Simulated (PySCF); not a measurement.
An excited-state job on C3H9F6N3Sn3.

Method: TDDFT B3LYP/def2-SVPD, vertical, gas phase, core orbitals frozen in the response, def2 core potentials past Kr (PySCF 2.14.0, density-fitted response routines). Geometry: PBE0-D3(BJ)/def2-SVP. The command runs a driver script over a list of jobs; the input below is this job's line of settings and its coordinates in Å.

Command:
```bash
OMP_NUM_THREADS=2 python probes_run.py task.json out
```

Input:
```
{"job": {"kind": "uv", "xc": "B3LYP", "basis": "def2-SVPD", "ip": false, "nstates": 10}, "charge": 0, "multiplicity": 1}
Sn     0.227922    -0.694364    -1.914360
F      0.205381    -0.045223    -3.721894
F      0.514868    -2.584890    -2.229575
N     -1.629493    -0.733142    -1.037868
C     -2.541120    -1.859079    -1.160247
Sn    -1.786485     0.897761     0.083362
F     -3.517399     1.726642     0.221932
F     -0.283880     1.550872    -1.202095
N     -0.435758     1.391799     1.452339
C     -0.600736     1.601160     2.881740
Sn     1.393465     1.390233     0.523720
F      2.561881     1.093119     2.042964
F      1.950391     3.149588    -0.008912
N      1.758442    -0.147483    -0.721760
C      2.827610    -1.101293    -0.428762
H     -2.826332    -2.283085    -0.182892
H     -3.460786    -1.598386    -1.709474
H     -2.034335    -2.664367    -1.713782
H      0.395745     1.644597     3.347358
H     -1.142798     0.775360     3.371265
H     -1.122475     2.545203     3.109802
H      3.398541    -1.341768    -1.339767
H      2.459832    -2.048494    -0.000457
H      3.529829    -0.665262     0.297321
```

Output:
```
coarse grid: 109032 points
cycle   1  E = -1509.2594099545  dE = -5.525e+01  |g| = 7.269e+00  |ddm| = 3.678e+01
cycle   2  E = -1059.8851842495  dE =  4.494e+02  |g| = 2.610e+01  |ddm| = 5.537e+02
cycle   3  E = -1521.3707576248  dE = -4.615e+02  |g| = 3.958e+00  |ddm| = 5.619e+02
cycle   4  E = -1491.2040189904  dE =  3.017e+01  |g| = 8.018e+00  |ddm| = 2.373e+01
cycle   5  E = -1524.9111085461  dE = -3.371e+01  |g| = 1.899e+00  |ddm| = 2.297e+01
cycle   6  E = -1525.4598408641  dE = -5.487e-01  |g| = 1.141e+00  |ddm| = 3.730e+00
cycle   7  E = -1525.6358776697  dE = -1.760e-01  |g| = 5.669e-01  |ddm| = 1.608e+00
cycle   8  E = -1525.7033545263  dE = -6.748e-02  |g| = 1.211e-01  |ddm| = 8.013e-01
cycle   9  E = -1525.7050830885  dE = -1.729e-03  |g| = 9.043e-02  |ddm| = 2.363e-01
cycle  10  E = -1525.7067232378  dE = -1.640e-03  |g| = 1.792e-02  |ddm| = 1.123e-01
cycle  11  E = -1525.7067847236  dE = -6.149e-05  |g| = 8.699e-03  |ddm| = 3.659e-02
cycle  12  E = -1525.7067987339  dE = -1.401e-05  |g| = 2.721e-03  |ddm| = 1.211e-02
cycle  13  E = -1525.7068000381  dE = -1.304e-06  |g| = 9.722e-04  |ddm| = 4.448e-03
final grid: 226704 points
cycle  14  E = -1525.7066302289  dE = -2.381e-07  |g| = 1.894e-03  |ddm| = 1.706e-02
cycle  15  E = -1525.7066271654  dE =  3.063e-06  |g| = 4.186e-03  |ddm| = 7.285e-03
cycle  16  E = -1525.7066310034  dE = -3.838e-06  |g| = 3.152e-04  |ddm| = 4.924e-03
cycle  17  E = -1525.7066310246  dE = -2.118e-08  |g| = 8.594e-05  |ddm| = 6.181e-04
cycle  18  E = -1525.7066310259  dE = -1.362e-09  |g| = 2.714e-05  |ddm| = 1.221e-04
cycle  19  E = -1525.7066310261  dE = -1.405e-10  |g| = 1.086e-05  |ddm| = 4.522e-05
converged SCF energy = -1525.7066310261

Static polarisability (au): isotropic 162.180, principal 129.510 174.589 182.442

Singlet excitations
state   eV       nm        f      main configurations
  1   2.7717    447.3   0.00711   H-1->L 0.84, H->L 0.15
  2   2.7850    445.2   0.01689   H->L 0.83, H-1->L 0.15
  3   3.5247    351.8   0.01028   H-2->L 0.96
  4   4.2344    292.8   0.00201   H->L+1 0.95
  5   4.4294    279.9   0.00263   H-1->L+1 0.81, H->L+3 0.10
  6   4.5097    274.9   0.00846   H-3->L 0.85
  7   4.6631    265.9   0.00153   H->L+3 0.86, H-1->L+1 0.10
  8   4.7744    259.7   0.00348   H->L+2 0.96
  9   4.8105    257.7   0.00868   H-1->L+2 0.84
 10   4.9878    248.6   0.01128   H-1->L+3 0.49, H-2->L+1 0.48

Triplet excitations (Tamm-Dancoff, eV): 2.4377 2.5050 3.1701 3.9654
```

The SCF starts on a coarse grid where the log names one; the energy can jump when the final grid takes over, and dE then counts from the start density on the new grid. H and L stand for HOMO and LUMO; the number after each pair is its weight.

**Question.** Give the mean polarisability as a volume in Å³, and the ratio of the largest to the smallest principal value.

**Answer.** 162.180 au × 0.148185 = 24.03 Å³; 182.442/129.510 = 1.41.

**Question.** How does the lowest singlet excitation compare with the HOMO–LUMO gap?

**Answer.** HOMO -7.51 eV and LUMO -3.94 eV give a gap of 3.57 eV; S1 at 2.77 eV lies 0.80 eV below it.

In short: HOMO -7.51 eV, LUMO -3.94 eV; lowest singlet 2.77 eV; lowest triplet 2.44 eV (Tamm–Dancoff); mean polarisability 162.2 au.

Atoms past krypton carry effective core potentials; spin–orbit coupling is left out. The geometry optimisation had not met its thresholds, so the values belong to a structure short of the stationary point.

Time: 3.4 min wall, 7.4 min CPU (with the writing of density and orbital grids); peak memory 3.5 GiB. Hardware: an Intel Xeon 6975P-C with 2 threads, shared host with 192 logical CPUs at a one-minute load of 95.

One conformer stands for the species.
Labels such as C1 count atoms from 1, the log's own numbers from 0.
